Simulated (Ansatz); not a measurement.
FHSi (SMILES F[SiH]) moved off its minimum; all values from Ansatz (a program for electronic structure), cores frozen in correlated methods.
(charge 0, multiplicity 1)
```xyz
3

Si    -0.25727    -0.36487     0.48853
H     -0.97994    -1.16344    -0.60411
F      0.46608     0.72269    -0.60176
```

| level | largest force (eV/Å) | on atom | rms difference from CCSD(T)/aug-cc-pV(T+d)Z (eV/Å) | dipole (D) |
|---|---|---|---|---|
| HF/def2-TZVPP | 2.91 | Si1 | 0.426 | 1.75 |
| PBE/def2-TZVPP | 1.55 | Si1 | 0.282 | 1.34 |
| r2SCAN/def2-TZVPP | 2.06 | Si1 | 0.084 | 1.37 |
| B3LYP/def2-TZVPP | 1.91 | Si1 | 0.069 | 1.54 |
| wB97M-V/def2-TZVPP | 2.01 | Si1 | 0.026 | 1.58 |
| MP2/aug-cc-pV(T+d)Z | 1.97 | Si1 | 0.054 | 1.52 |
| CCSD(T)/aug-cc-pV(T+d)Z | 2.02 | Si1 | 0.000 | 1.55 |

The differences count from one level among others, with limits of its own. Forces at CCSD(T)/aug-cc-pV(T+d)Z (eV/Å):

| atom | Fx | Fy | Fz |
|---|---|---|---|
| Si1 | 0.765 | 1.189 | -1.440 |
| H2 | 0.030 | 0.020 | 0.143 |
| F3 | -0.795 | -1.208 | 1.297 |

Doubts at one or more of the structures used: a restricted determinant that unrestricted orbitals would lower (MP2/aug-cc-pV(T+d)Z, CCSD(T)/aug-cc-pV(T+d)Z).
